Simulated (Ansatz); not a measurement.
C$_{3}$H$_{8}$AlBO, relaxed with RKS PBE-D4/def2-SVP in Ansatz from a rough embedded geometry. The force threshold is 0.03 eV/Å; the program also tests the step.

The species carries charge 0 and has multiplicity 1. The bonds changed during the relaxation, so this is another structure than the one it started from.

Start:

```xyz
14

B    -2.629    1.012    0.235
O    -1.149    1.193   -0.141
C    -0.543   -0.063   -0.243
C     0.884    0.011   -0.605
C     1.771   -1.149   -0.380
Al    2.212    0.346    0.877
H    -2.915    1.000    1.349
H    -3.386    0.891   -0.648
H    -0.611   -0.636    0.792
H    -1.037   -0.702   -0.996
H     1.122    0.602   -1.563
H     1.267   -2.041    0.107
H     2.579   -1.308   -1.185
H     2.436    0.843    2.401
```

```tsv
step	energy (eV)	largest force (eV/Å)	largest move (Å)
1	-12540.5970	3.728	0.000
2	-12541.3822	2.054	0.162
3	-12541.6056	1.270	0.184
4	-12541.6734	0.669	0.072
5	-12541.7491	0.495	0.145
6	-12541.8327	0.958	0.200
7	-12541.9985	1.090	0.195
8	-12542.1836	0.943	0.195
9	-12542.3882	0.515	0.200
10	-12542.4283	0.514	0.194
11 (rejected)	-12542.2568	1.242	0.200
13	-12542.4686	0.101	0.060
15	-12542.4902	0.421	0.195
17	-12542.5165	0.239	0.052
19	-12542.5962	0.198	0.146
21	-12542.7834	0.441	0.196
23	-12542.9672	1.148	0.193
25	-12543.0525	0.720	0.150
27 (rejected)	-12543.0281	0.721	0.200
29	-12543.1291	0.156	0.100
31	-12543.1306	0.218	0.064
33 (rejected)	-12543.1301	0.087	0.061
35	-12543.1342	0.045	0.015
36	-12543.1345	0.011	0.009
```

End:

```xyz
14

B    -2.029    0.849    0.905
O    -0.787    0.524    0.445
C    -0.498   -0.191   -0.951
C     0.977   -0.258   -0.992
C     1.562   -1.149    0.131
Al    1.168    0.651    0.773
H    -2.077    1.479    1.943
H    -3.001    0.511    0.257
H    -1.075   -1.136   -0.818
H    -0.960    0.449   -1.725
H     1.439   -0.192   -1.991
H     1.027   -2.094    0.368
H     2.646   -1.337    0.002
H     1.608    1.895    1.654
```

Run time 47 s (4 threads of an Intel Xeon Platinum 8375C on a shared host); peak host memory 0.2 GiB.
